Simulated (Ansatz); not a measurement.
Program: Ansatz. Geometries: PBE0-D4/def2-TZVP. ΔE: electronic, gas phase. CCSD(T)/CBS adds triple-zeta CCSD(T) − MP2 to the extrapolated MP2 energy (def2 sets, frozen cores). DFT in def2-TZVPP. HSE06 is defined as in plane-wave codes. One conformer a species, not always the lowest.

Reaction (isomerisation): `O[SiH]([SiH3])S` → `O[SiH2][SiH2]S`

| level | ΔE (kcal/mol) |
| --- | --- |
| LDA (SPW92) | 2.7 |
| r2SCANh-D4 | 2.8 |
| HSE06-D4 | 2.7 |
| ωB97M-V | 2.9 |
| PBE-QIDH | 2.9 |
| HF/def2-TZVPP | 3.1 |
| MP2/def2-QZVPP | 2.9 |
| SCS-MP2/def2-QZVPP | 2.8 |

(1) What does CCSD(T)/CBS give? (An estimate is asked.)

Largest T1 diagnostic among the species: 0.012.

Answers

(1) Ansatz gave: +2.9 kcal/mol. The listed levels differ from it by -0.2, -0.1, -0.2, 0.0, 0.0, 0.2, 0.0, -0.1 kcal/mol.

Leaving LDA and LC-ωPBE aside and taking each functional with its dispersion term where it has one, the values, not all of them listed here, spread over 0.5 kcal/mol, from revPBE-D4 to CAM-B3LYP-D4.
